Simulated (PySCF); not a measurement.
## IrO₃⁻: from structure and modes to constants

All numbers come from UB3LYP in PySCF with Ir def2-SVPD with ECP60, O def2-SVPD; scalar-relativistic core potentials, no spin–orbit coupling; density-fitted integrals.

The triplet minimum has D3h symmetry. Masses (u): Ir 192.96292, O 15.99492.

```xyz
4
charge -1 multiplicity 3, angstrom
Ir    0.0000    0.0000    0.0000
O     1.7634    0.0000    0.0000
O    -0.8817    1.5271    0.0000
O    -0.8817   -1.5271    0.0000
```

Harmonic wavenumbers (cm⁻¹): 233.2 (a2'', ×1), 275.7 (e', ×2), 848.1 (e', ×2), 897.5 (a1', ×1).

Q: What is the harmonic zero-point energy?

A: Half the sum of all 6 wavenumbers, 3378/2 = 1689 cm⁻¹, which is 20.2 kJ/mol (1 cm⁻¹ = 0.0119627 kJ/mol).

Q: Give the standard entropy (298.15 K, 1 bar) by its translational, rotational, vibrational and spin parts, and Cp.

A: Sackur–Tetrode with M = 240.95 u gives 177.3; rotation with symmetry number 6 gives 90.3; vibration 22.8; spin R ln 3 = 9.1. The total is 299.5 J/(mol K), and Cp = 4 R + 28.8 = 62.0 J/(mol K).

Only a few start shapes were tried, so a lower isomer may exist. Other spin states or occupations of the open shell can lie lower. The lowest empty level of this anion is unbound, so it and the gap depend on the basis. With an element this heavy the missing spin–orbit coupling can shift these numbers.
